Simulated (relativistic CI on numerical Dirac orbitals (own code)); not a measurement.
Crystal-field levels of V³⁺, 3d2

Calculated by Dirac-Coulomb-Breit CI, KLI orbitals optimised for each configuration, a model potential for QED, valence Slater integrals scaled by 0.8, one configuration in a parametric crystal field (own radial code).

Field parameters in Wybourne normalisation: Oh B⁴₀ = 21Dq, B⁴₄ = √(5/14) B⁴₀. The field is a parameter set, without covalency.

S is read from ⟨S²⟩ = S(S + 1).

Levels (cm⁻¹, degeneracy): 0 (2), 22 (3), 308 (3), 458 (1), 3534 (1), 3564 (3), 3687 (3), 3701 (2), 7742 (3), 11994 (3), 12696 (2), 15788 (1).

**Question.** Which field gives this pattern?
A. Oh, 10Dq = 33800 cm⁻¹
B. Oh, 10Dq = 4100 cm⁻¹
C. Oh, 10Dq = 20600 cm⁻¹
D. Oh, 10Dq = 10700 cm⁻¹

**Answer.** B. Oh, 10Dq = 4100 cm⁻¹, ground level with S = 1.00.
